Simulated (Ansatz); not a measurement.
Noncovalent pair: ethylamine (SMILES CCN) (first 10 atoms) with HF (SMILES F); geometry from B3LYP-D3(BJ)/def2-TZVP.
(charge 0, multiplicity 1):
```xyz
12

C      1.24880     0.49068     0.01617
C     -0.25806     0.31018    -0.05882
N     -0.69058    -0.77892     0.83866
H      1.56613     1.31843    -0.61916
H      1.55864     0.69695     1.04085
H      1.76830    -0.40864    -0.32500
H     -0.56766     0.12931    -1.09429
H     -0.75852     1.22005     0.27711
H     -1.69413    -0.91649     0.78882
H     -0.25400    -1.65553     0.57155
F      0.01748    -0.03773     3.21823
H     -0.26745    -0.36675     2.34658
```

Counterpoise-corrected where a basis set is named; no monomer relaxation.

The values were computed with Ansatz (Gaussian basis) for Hartree–Fock, density functionals and correlated methods. 

Q: One of these levels gives -596.5 meV for the interaction energy. Which one is it?
A) SVWN5/def2-TZVPPD
B) PBE/def2-TZVPPD
C) revPBE/def2-TZVPPD

A: C, revPBE/def2-TZVPPD. The others give -975.8 (SVWN5/def2-TZVPPD), -720.1 (PBE/def2-TZVPPD)

Ansatz is an electronic-structure program.
